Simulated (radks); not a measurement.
The mean radii <r> (bohr) of the occupied orbitals of an atom or ion are listed with their occupations. Method: scalar-relativistic Kohn-Sham, r2SCAN, spin-unpolarised, spherical densities, finite nucleus; meta-GGA in the generalised Kohn-Sham scheme; Fermi nuclear charge, rms radius of each element as measured or else 0.836 A^(1/3) + 0.57 fm; computed with a radial shooting solver on a logarithmic mesh with Libxc functionals.

orbital  occ.      <r>
1s          2  0.02275
2s          2  0.09698
2p          6  0.08548
3s          2   0.2545
3p          6   0.2530
3d         10   0.2310
4s          2   0.5796
4p          6   0.6134
4d         10   0.6711
5s          2    1.406
5p          5    1.637
4f          6   0.9822
6s          2    4.163
5d          1    2.908

Name the element and its charge.

Answer. Z = 62, samarium, charge 0: Sm in [Kr] 4d10 4f6 5s2 5p5 6s2 5d1. The 1s radius gives Z: for a bare nucleus <r> = (2 gamma + 1)/(2Z) with gamma = sqrt(1 - (Z/c)^2), 0.02245 bohr for Z = 62, and screening makes it slightly larger (0.02275 here). The occupations add up to 62, and the charge is Z minus that.
